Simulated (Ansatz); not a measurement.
Ideal-gas functions of `Cl[SiH]1C[SiH2]1` at 298.15 K and 1 bar, from an Ansatz frequency run at PBE0-D4/def2-TZVP.

Molar mass 108.68 g/mol, point group C1 (symmetry number 1), electronic degeneracy 1, moments of inertia 62.759, 279.478, 294.372 u Å². Harmonic wavenumbers (cm⁻¹, unscaled): 106, 174, 354, 418, 447, 496, 560, 613, 649, 715, 759, 806, 877, 896, 917, 1351, 2235, 2251, 2260, 3111, 3187.

Use S(trans) = R[1.5 ln M + 2.5 ln T − 1.1517]; rotational temperatures θ = 24.2544 K / I; S(rot) = R[ln(√π/σ · √(T³/θAθBθC)) + 1.5]; for each mode x = 1.438777 ν̃/T, S = R[x/(eˣ − 1) − ln(1 − e⁻ˣ)] and H = RT x/(eˣ − 1); 1 cm⁻¹ = 0.0119627 kJ/mol; R = 8.31446 J/(mol·K).

Problem. By hand: the entropy, in J/(mol·K).

Solution. Translation 167.3. Rotation: θ = 0.3865, 0.0868, 0.0824 K, giving 112.8. Vibration, mode by mode: 13.98, 10.01, 4.80, 3.76, 3.37, 2.80, 2.19, 1.79, 1.56, 1.21, 1.02, 0.85, 0.64, 0.59, 0.55, 0.09, 0.00, 0.00, 0.00, 0.00, 0.00, in all 49.2. Electronic 0.0. Sum 329.3 J/(mol·K).

Problem. By hand: H − E and G − E in kJ/mol, counted from the electronic energy.

Solution. Zero-point energy ½ × 23182 × 0.0119627 = 138.7; thermal vibration 8.9; translation, rotation and pV give 4 RT = 9.9. H − E = 157.5 kJ/mol, and G − E = 157.5 − 298.15 × 329.3/1000 = 59.3 kJ/mol.

Vibration gives 15 % of the entropy, 14.0 J/(mol·K) of it from the mode under 150 cm⁻¹: soft modes count most, and the harmonic formula is weakest for them. The sum counts one conformer and one mirror image; others add a mixing term.
